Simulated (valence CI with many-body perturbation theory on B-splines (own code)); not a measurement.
**Tm29+: fill in the table**

Calculated by relativistic CI+MBPT: four valence electrons over a frozen Dirac-Fock core [Kr], a basis of 7 s, 7 p, 8 d, 6 f, 4 g, 1 h functions for each j, with the one-electron correlation potential Σ1, the two-electron term Σ2, the three-electron term Σ3, Breit, model QED; selected CI, second order for the rest, scaled by the run's own slope (own B-spline code, finite nucleus).

The last digits are not significant, and no measured levels were compared; by estimate large intervals hold to a few tenths of a per cent, small ones and those within an open d or f shell to about a per cent. The list stops below the first excitations out of the core.

| Level | E (cm⁻¹) |
| --- | --- |
| (4d3/2^4) J=0 | 0.0 |
| (4d3/2^3 4d5/2) J=1 | 72109 |
| (4d3/2^3 4d5/2) J=2 | ? |
| (4d3/2^3 4d5/2) J=4 | 107510 |
| (4d3/2^3 4d5/2) J=3 | 116010 |
| (4d3/2^2 4d5/2^2) J=0 [a] | 170940 |
| (4d3/2^2 4d5/2^2) J=4 [a] | 178600 |
| (4d3/2^2 4d5/2^2) J=2 [a] | 179370 |
| (4d3/2^2 4d5/2^2) J=3 [a] | 183520 |
| (4d3/2^2 4d5/2^2) J=5 | 196810 |
| (4d3/2^2 4d5/2^2) J=1 | ? |
| (4d3/2^2 4d5/2^2) J=6 | 206440 |
| (4d3/2^2 4d5/2^2) J=4 [b] | 217780 |
| (4d3/2^2 4d5/2^2) J=3 [b] | ? |
| (4d3/2^2 4d5/2^2) J=2 [b] | 220810 |
| (4d3/2^2 4d5/2^2) J=2 [c] | ? |
| (4d3/2^2 4d5/2^2) J=4 [c] | 259400 |
| (4d3/2 4d5/2^3) J=3 [a] | 283570 |
| (4d3/2 4d5/2^3) J=4 [a] | ? |
| (4d3/2^2 4d5/2^2) J=2 [d] | ? |

Levels are named by their leading jj configuration (3d3/2^4 stands for four electrons in 3d with j = 3/2), which in mixed levels can hold well under half, so a name can repeat and another be missing. Letters in brackets count levels of one name in rising energy.

Problem. The levels stand in rising order. What does the calculation give for the missing energies?

Solution. (4d3/2^3 4d5/2) J=2 104490; (4d3/2^2 4d5/2^2) J=1 203980; (4d3/2^2 4d5/2^2) J=3 [b] 218410; (4d3/2^2 4d5/2^2) J=2 [c] 254120; (4d3/2 4d5/2^3) J=4 [a] 287000; (4d3/2^2 4d5/2^2) J=2 [d] 292370.
